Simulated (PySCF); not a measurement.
(Cl)3Zr-NH-SiH3 (singlet state).
Cartesian coordinates in Å at the PBE0-D3(BJ)/def2-SVP level; atoms count from 1:
```xyz
10
Cl3H4NSiZr angstrom
Zr     1.1202    0.7898    0.8901
Cl     2.9447   -0.2121   -0.1807
Cl     1.4100    3.0887    1.2078
Cl     0.7204   -0.3769    2.8809
N     -0.4709    0.5703   -0.2934
Si    -1.0501   -0.9911   -0.8609
H     -0.9809    1.3864   -0.6363
H     -0.9296   -1.1136   -2.3438
H     -0.1692   -1.9987   -0.1990
H     -2.4700   -1.2194   -0.4602
```

Computed with PySCF, PBE0-D3(BJ)/def2-SVP geometry optimisation, gas phase, def2 core potentials past Kr.

**Question.** Which atoms are bound to Zr1, and at what distances?

**Answer.** 4 atoms: N5 1.995 Å, Cl3 2.339 Å, Cl2 2.341 Å, Cl4 2.342 Å. The nearest atom not counted as bound is H7, at 2.66 Å.

**Question.** List the angles at Zr1.

**Answer.** 
| angle | degrees | distance of the outer atoms (Å) |
| --- | --- | --- |
| Cl3–Zr1–Cl4 | 113.3 | 3.91 |
| Cl2–Zr1–Cl3 | 112.7 | 3.90 |
| Cl4–Zr1–N5 | 108.3 | 3.52 |
| Cl2–Zr1–Cl4 | 108.0 | 3.79 |
| Cl2–Zr1–N5 | 107.6 | 3.51 |
| Cl3–Zr1–N5 | 106.7 | 3.48 |

**Question.** What is the shape at Zr1?

**Answer.** Distorted tetrahedral: angles from 106.7° to 113.3°; τ4 = (360° − α − β)/141° = 0.95 with α and β the two widest (0 for a square, 1 for a tetrahedron).

**Question.** What are the other bond lengths?

**Answer.** N5–Si6 1.759 Å; N5–H7 1.022 Å; Si6–H8, Si6–H9, Si6–H10 1.493 Å.

**Question.** Give some angles away from the centre.

**Answer.** Zr1–N5–Si6 123.5°.

Point group: near Cs, missed by 0.11 Å at most; the miss may be what the optimiser left on a soft mode. Charge 0, singlet. Stationary, but not proved a minimum.
